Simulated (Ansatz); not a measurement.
[Co(H2O)6]2+ (CoO₆H₁₂²⁺). Charge 2, multiplicity 2. Geometry r2SCAN-D4/def2-SVP; atoms count from 1.

```xyz
19

Co    0.000    0.000   -0.001
O     1.300    0.086   -1.502
H     1.493   -0.680   -2.068
H     2.010    0.736   -1.630
O    -1.299   -0.087    1.501
H    -1.489    0.676    2.072
H    -2.011   -0.735    1.625
O     1.550   -0.430    1.367
H     2.452   -0.732    1.173
H     1.371   -0.706    2.280
O    -1.550    0.430   -1.367
H    -1.370    0.710   -2.279
H    -2.452    0.733   -1.173
O    -0.343   -1.964   -0.554
H    -0.023   -2.793   -0.164
H    -1.082   -2.196   -1.140
O     0.343    1.964    0.552
H     0.022    2.793    0.164
H     1.077    2.196    1.144
```

The charge 2 doublet is spin-contaminated (final ⟨S²⟩ up to 1.40, 0.75 for a pure state). At PBE0-D4/def2-TZVP a quartet of charge 2 lies 1.01 eV below the doublet, each at its own geometry.

(1) Estimate the Mulliken populations from the PBE0/def2-TZVP orbitals of Ansatz.

(2) Where does the spin sit?

(3) And the Mayer bond orders between heavy atoms (over 0.3)?

Answers

(1) 
```tsv
atom	charge (e)	spin (α − β)	d electrons
Co1	0.80	0.92	7.43
O2	-0.57	0.00	–
H3	0.40	0.00	–
H4	0.40	0.00	–
O5	-0.57	0.00	–
H6	0.40	0.00	–
H7	0.40	0.00	–
O8	-0.61	0.02	–
H9	0.39	0.00	–
H10	0.40	0.00	–
O11	-0.61	0.02	–
H12	0.40	0.00	–
H13	0.39	0.00	–
O14	-0.61	0.02	–
H15	0.40	0.00	–
H16	0.40	0.00	–
O17	-0.61	0.02	–
H18	0.40	0.00	–
H19	0.40	0.00	–
```
Mulliken values depend strongly on the basis.

(2) Summed by element: Co 0.92, O 0.07, H 0.01, of 1 unpaired in all. Largest on single atoms: Co1 0.92, O11 0.02, O8 0.02.

(3) Co1–O2 0.38 (1.99 Å); Co1–O5 0.38 (1.99 Å); Co1–O14 0.31 (2.07 Å); Co1–O17 0.31 (2.07 Å).
